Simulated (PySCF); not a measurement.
**EPR parameters of [C7H12]+**

Species: C7H12 (charge +1 and doublet state).
Geometry (GFN2-xTB, Å), atoms numbered from 1 in this order:
```xyz
19
C7H12 angstrom
C     -0.7753    1.5114    0.2965
C      0.5876    1.5772    0.3765
C      1.6404    0.5708    0.2387
C      1.3266   -0.9034    0.0945
C      0.1023   -1.2362   -0.7525
C     -1.2379   -1.0272   -0.0545
C     -1.7046    0.4100    0.0434
H     -1.2862    2.4619    0.4100
H      0.9889    2.5716    0.5428
H      2.3473    0.7090    1.0719
H      2.2509    0.9088   -0.6182
H      2.2067   -1.3934   -0.3279
H      1.1895   -1.3470    1.0853
H      0.1696   -2.2864   -1.0371
H      0.1246   -0.6288   -1.6607
H     -2.0122   -1.5975   -0.5730
H     -1.1738   -1.4597    0.9486
H     -2.2408    0.6929   -0.8802
H     -2.5134    0.4753    0.7884
```

Identity: `C1C[CH+][CH]CCC1` [radical] (charge +1).

The calculation used UKS B3LYP, pcH-1 on C H, non-relativistic, mean-field spin-orbit, GIAO (PySCF). The structure is a single GFN2-xTB conformer in the gas phase; no vibrational or solvent corrections. The geometry wasn't refined by DFT: couplings that depend on bond lengths, twists or pyramidal angles can differ widely from those at the functional's own minimum, by a factor of two or more for some ions and for spin on atoms past the first row. No stability test was run, so a lower SCF solution isn't excluded.

* g1, g2, g3: 2.00216, 2.00288, 2.00403
* g_iso: 2.00303
* Form of g: rhombic: the two nearest values differ by 38 % of g3 − g1
* ⟨S²⟩: 0.7518 (exact 0.7500)
* Basis functions: 295

Isotropic coupling and dipolar principal values T1 to T3, in 10⁻⁴ cm⁻¹ (1 × 10⁻⁴ cm⁻¹ = 2.998 MHz):

```tsv
atom	isotope	a_iso	T1	T2	T3	Mulliken spin population
C1	13C	6.0	-11.4	-10.4	21.8	0.40
C2	13C	6.0	-11.4	-10.4	21.8	0.40
C3	13C	-5.6	-2.2	-1.4	3.6	-0.01
C4	13C	-0.3	-0.4	0.0	0.4	0.00
C5	13C	0.8	-0.6	-0.3	0.9	0.01
C6	13C	-0.3	-0.4	0.0	0.4	0.00
C7	13C	-5.6	-2.2	-1.4	3.6	-0.01
H8	1H	-8.7	-5.2	-1.4	6.6	-0.02
H9	1H	-8.7	-5.2	-1.4	6.6	-0.02
H10	1H	41.2	-2.0	-1.2	3.1	0.04
H11	1H	54.1	-2.1	-1.1	3.2	0.06
H12	1H	1.3	-0.6	-0.4	1.0	0.00
H13	1H	11.0	-0.6	-0.4	1.0	0.02
H14	1H	-0.3	-0.5	-0.4	0.8	0.00
H15	1H	7.0	-0.6	-0.4	1.0	0.01
H16	1H	1.3	-0.6	-0.4	1.0	0.00
H17	1H	11.0	-0.6	-0.4	1.0	0.02
H18	1H	53.9	-2.1	-1.1	3.2	0.06
H19	1H	41.3	-2.0	-1.2	3.1	0.04
```

The Mulliken spin populations are largest on C1 (+0.40), C2 (+0.40), H11 (+0.06) and H18 (+0.06).

C1, the radical centre as drawn in `[CH]1[CH+]CCCCC1`, holds a spin population of +0.40 out of 1.

Axes: g3 points within 1° of the C1–C2 bond.

Under fast tumbling the dipolar parts average out, and these isotropic splittings remain: 4 × 1H (H10/H11/H18/H19, I = 1/2, 5 lines) with 5.09 mT, 2 × 1H (H8/H9, I = 1/2, 3 lines) with 0.93 mT, 4 × 1H (H12/H13/H16/H17, I = 1/2, 5 lines) with 0.66 mT and 2 × 1H (H14/H15, I = 1/2, 3 lines) with 0.36 mT.

Means are taken over nuclei equivalent by connectivity, which assumes that they swap fast. The 1H value of +142.8 MHz is a mean of couplings from 123.6 to 162.1 MHz in this one geometry, not an average over conformers. The 1H value of +18.4 MHz is a mean of couplings from 3.8 to 33.1 MHz in this one geometry, not an average over conformers.

The 13C coupling of C1/C2 (mean 17.9 MHz) shows only in satellite lines or after enrichment, since that isotope makes up about 1.07 % of natural carbon.

The run took 66 s wall (grids of density and orbitals included) on an Arm Neoverse V2 with one thread, no GPU (shared host), and the process peaked at 0.97 GiB of memory.
